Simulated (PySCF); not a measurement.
Gas-phase reaction: TiCl4 + Ti(OH)4 + 6 Cl ⇌ 2 TiCl4.H2O + 2 ClO, at 1400 K and a standard pressure of 1 bar. Level: r2SCAN/def2-TZVP†.

Method: PySCF energies plus ideal-gas RRHO corrections (1 bar). † marks an energy on the PBE0/def2-TZVP geometry and frequencies. Open shells (unrestricted): Cl (multiplicity 2, electronic degeneracy 6), ClO (multiplicity 2, electronic degeneracy 4); the rest are closed-shell singlets. Spin-orbit splitting is ignored; it lowers the true energy and changes the entropy of Cl, ClO. Adducts (TiCl4.H2O) have no counterpoise correction, and HF, PBE, BLYP, B3LYP and PBE0 lack dispersion. Ti(OH)4, TiCl4.H2O: computed as isolated molecules; such fragments, hydroxides, amides, oligomers or adducts are transient or little studied in the gas. The harmonic model lacks anharmonicity and excited electronic states, which grow with temperature; levels with a mode under 35 cm⁻¹ are left out. Soft modes under 120 cm⁻¹ make the harmonic entropy rough for TiCl4, TiCl4.H2O.

```json
[
 {"species": "TiCl4", "E (Ha)": "-2690.47037", "H(1400 K) − E (kJ/mol)": "152.4", "S°(1400 K) (J/mol/K)": "513.4"},
 {"species": "Ti(OH)4", "E (Ha)": "-1152.97208", "H(1400 K) − E (kJ/mol)": "345.6", "S°(1400 K) (J/mol/K)": "617.3"},
 {"species": "Cl", "E (Ha)": "-460.11691", "H(1400 K) − E (kJ/mol)": "29.1", "S°(1400 K) (J/mol/K)": "200.4"},
 {"species": "TiCl4.H2O", "E (Ha)": "-2766.90623", "H(1400 K) − E (kJ/mol)": "284.8", "S°(1400 K) (J/mol/K)": "666.4"},
 {"species": "ClO", "E (Ha)": "-535.28706", "H(1400 K) − E (kJ/mol)": "53.2", "S°(1400 K) (J/mol/K)": "280.3"}
]
```
E: electronic energy; H − E holds the zero-point and thermal terms. 1 Ha = 2625.5 kJ/mol.

Q: Work out ΔH°, ΔS°, ΔG° and log10 K from these numbers.

A: 1. ΔE = 2×(-2766.90623) + 2×(-535.28706) − 1×(-2690.47037) − 1×(-1152.97208) − 6×(-460.11691) = -0.24267 Ha = -637.1 kJ.
2. Δ(H − E) = 2×(284.8) + 2×(53.2) − 1×(152.4) − 1×(345.6) − 6×(29.1) = 3.4 kJ, so ΔH° = -633.7 kJ.
3. ΔS° = 2×(666.4) + 2×(280.3) − 1×(513.4) − 1×(617.3) − 6×(200.4) = -439.7 J/K; the number of gas molecules changes by -4.
4. ΔG° = ΔH° − TΔS° = -633.7 − 1400×(-439.7)/1000 = -18.1 kJ.
5. log10 K = −ΔG°/(RT ln 10) = 0.68, with RT ln 10 = 26.80 kJ/mol; at standard pressures the products are favoured.
6. A shift of 10 kJ in ΔE would move log10 K by 0.37 here.
7. With ΔH° and ΔS° held fixed, ΔG° changes sign near ΔH°/ΔS° = 1440 K.
8. Lowering the total pressure from 1 bar to 0.01 bar multiplies the mole-fraction quotient K_x = K (p/p°)^(−Δn) by 10^-8, which pushes the balance towards the reactants.
For scale, ΔH°(298 K) is -625 kJ at this level, -582 kJ at ωB97M-V/def2-TZVP†, and runs from -876 to -461 kJ over the 14 levels computed.
